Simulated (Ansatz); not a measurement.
```yaml
atoms:
  - { symbol: H, position_ang: [0.4316, -1.9839, 1.1823] }
  - { symbol: H, position_ang: [-0.5508, -2.1196, 0.8509] }
  - { symbol: H, position_ang: [-1.4241, -1.8354, 0.3510] }
  - { symbol: H, position_ang: [-2.0153, -1.1878, -0.2184] }
  - { symbol: H, position_ang: [-2.2074, -0.3049, -0.7446] }
  - { symbol: H, position_ang: [-1.9623, 0.6384, -1.1233] }
  - { symbol: H, position_ang: [-1.3285, 1.4553, -1.2795] }
  - { symbol: H, position_ang: [-0.4316, 1.9839, -1.1823] }
  - { symbol: H, position_ang: [0.5508, 2.1196, -0.8509] }
  - { symbol: H, position_ang: [1.4241, 1.8354, -0.3510] }
  - { symbol: H, position_ang: [2.0153, 1.1878, 0.2184] }
  - { symbol: H, position_ang: [2.2074, 0.3049, 0.7446] }
  - { symbol: H, position_ang: [1.9623, -0.6384, 1.1233] }
  - { symbol: H, position_ang: [1.3285, -1.4553, 1.2795] }
```

Basis set: def2-SVP (spherical functions). All electrons are correlated. Charge 0, multiplicity 1.

Computed with Ansatz (development build ahead of 0.2.0); each method stands on the lowest determinant of its kind that the runs found. Restricted open shells among the atoms or ions are ROHF, correlated in semicanonical orbitals with singles.

Question: Give the atomization energy at this shape (free ground-state atoms in the same class of orbitals less the molecule, no zero-point energy) of singlet H14 by RHF-MP2, RHF.

Answer:

| method | atomization energy |
| --- | --- |
| RHF-MP2 | 2123.9 kJ/mol |
| RHF | 1376.7 kJ/mol |

Caution: stretched shape with no unrestricted run beside it, a lower state can exist. Caution for RHF-MP2: bonds are stretched, where a single reference can fail.
